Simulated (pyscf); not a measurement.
Structures and frequencies: ωB97X-D3(BJ)/def2-SVP in PySCF.

Q: How much does it cost (ΔH, 298 K, ωB97M-D3(BJ)/def2-TZVP) to split F–Ti(F)(F)–B(Cl)–Cl at its B–Ti bond into [F–Ti(F)–F]• + [Cl–B–Cl]•?

A: B–Ti to [F–Ti(F)–F]• + [Cl–B–Cl]•: 2.04 eV. The 7 functionals that were run give +1.75 (M06-2X) to +2.27 eV (PBE). The radicals are drawn with the spin at the cut bond; how far it spreads was not checked. Open-shell species with a d-block atom are single-reference here; other states, and whether the spin sits on metal or ligand, were not checked.
